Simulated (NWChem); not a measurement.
# C$_{4}$H$_{7}$Cl; SMILES ClC(CC)=C

```xyz
12

C     -1.8102     0.5427    -0.2106
C     -0.5684     0.1735     0.0963
Cl     0.7474     1.3561    -0.0506
C     -0.1308    -1.1865     0.5695
C      0.7770    -1.9325    -0.4220
H     -2.0549     1.5425    -0.5507
H     -2.6212    -0.1745    -0.1202
H     -1.0367    -1.7750     0.7594
H      0.3886    -1.0792     1.5308
H      1.6969    -1.3719    -0.6141
H      1.0540    -2.9123    -0.0182
H      0.2667    -2.0875    -1.3787
```
Atoms are numbered in this order, from 1.

Level: B3LYP/6-31G* (spherical d) (NWChem), optimised geometry, unscaled harmonic frequencies. 

Question: List the harmonic frequencies with IR intensities, and the thermochemistry.

Answer: 
```json
[
 {"frequency (cm⁻¹)": "92", "IR intensity (km/mol)": "0.3"},
 {"frequency (cm⁻¹)": "221", "IR intensity (km/mol)": "0.5"},
 {"frequency (cm⁻¹)": "227", "IR intensity (km/mol)": "0.2"},
 {"frequency (cm⁻¹)": "376", "IR intensity (km/mol)": "0.8"},
 {"frequency (cm⁻¹)": "396", "IR intensity (km/mol)": "1.0"},
 {"frequency (cm⁻¹)": "572", "IR intensity (km/mol)": "5.2"},
 {"frequency (cm⁻¹)": "613", "IR intensity (km/mol)": "32.1"},
 {"frequency (cm⁻¹)": "717", "IR intensity (km/mol)": "0.1"},
 {"frequency (cm⁻¹)": "809", "IR intensity (km/mol)": "5.9"},
 {"frequency (cm⁻¹)": "872", "IR intensity (km/mol)": "14.6"},
 {"frequency (cm⁻¹)": "905", "IR intensity (km/mol)": "45.2"},
 {"frequency (cm⁻¹)": "1014", "IR intensity (km/mol)": "1.9"},
 {"frequency (cm⁻¹)": "1075", "IR intensity (km/mol)": "9.9"},
 {"frequency (cm⁻¹)": "1111", "IR intensity (km/mol)": "2.1"},
 {"frequency (cm⁻¹)": "1201", "IR intensity (km/mol)": "44.7"},
 {"frequency (cm⁻¹)": "1308", "IR intensity (km/mol)": "4.2"},
 {"frequency (cm⁻¹)": "1369", "IR intensity (km/mol)": "3.0"},
 {"frequency (cm⁻¹)": "1437", "IR intensity (km/mol)": "2.0"},
 {"frequency (cm⁻¹)": "1451", "IR intensity (km/mol)": "1.9"},
 {"frequency (cm⁻¹)": "1505", "IR intensity (km/mol)": "3.1"},
 {"frequency (cm⁻¹)": "1527", "IR intensity (km/mol)": "7.3"},
 {"frequency (cm⁻¹)": "1538", "IR intensity (km/mol)": "5.1"},
 {"frequency (cm⁻¹)": "1719", "IR intensity (km/mol)": "39.8"},
 {"frequency (cm⁻¹)": "3046", "IR intensity (km/mol)": "17.4"},
 {"frequency (cm⁻¹)": "3059", "IR intensity (km/mol)": "25.5"},
 {"frequency (cm⁻¹)": "3087", "IR intensity (km/mol)": "10.7"},
 {"frequency (cm⁻¹)": "3127", "IR intensity (km/mol)": "31.0"},
 {"frequency (cm⁻¹)": "3139", "IR intensity (km/mol)": "24.0"},
 {"frequency (cm⁻¹)": "3180", "IR intensity (km/mol)": "1.8"},
 {"frequency (cm⁻¹)": "3270", "IR intensity (km/mol)": "3.7"}
]
```

```json
{
  "zero_point_energy": "62.8 kcal/mol",
  "thermal correction to the enthalpy at 298.15 K (with zero-point energy)": "67.2 kcal/mol",
  "heat capacity Cv": "20.9 cal/(mol K)",
  "entropy at 298.15 K and 1 atm (symmetry number 1)": "77.6 cal/(mol K)",
  "dipole_moment": "1.79 D"
}
```

Rigid rotor and harmonic oscillator; modes under 100 cm⁻¹ make the entropy uncertain.
